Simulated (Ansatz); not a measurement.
Species: BNH, charge -1, singlet. BNH- (SMILES [B-]=N).
B3LYP-D3(BJ)/def2-TZVP minimum from Ansatz (an electronic-structure program):
```xyz
3

B      0.0315     0.0000    -0.8629
N     -0.0472     0.0000     0.4180
H      0.1730     0.0000     1.3885
```
Charge -1, spin multiplicity 1.

Total energies in aug-cc-pVTZ, 10 correlated electrons, 2 frozen orbitals. Open shells are spin-unrestricted; no spin-orbit coupling. Cores are frozen in correlated methods. No relativity.

```
method    program  energy (Eh)  minus CCSDT(Q) (mEh)
--------  -------  -----------  --------------------
HF         Ansatz    -79.70085                342.01
MP2        Ansatz    -80.01609                 26.76
CCSD       Ansatz    -80.02386                 19.00
CCSD(T)    Ansatz    -80.04145                  1.40
CCSDT(Q)   Ansatz    -80.04285                  0.00
```

Rough core times of Ansatz's runs on a shared machine: CCSD(T) under 20 s, CCSDT(Q) 4 min.
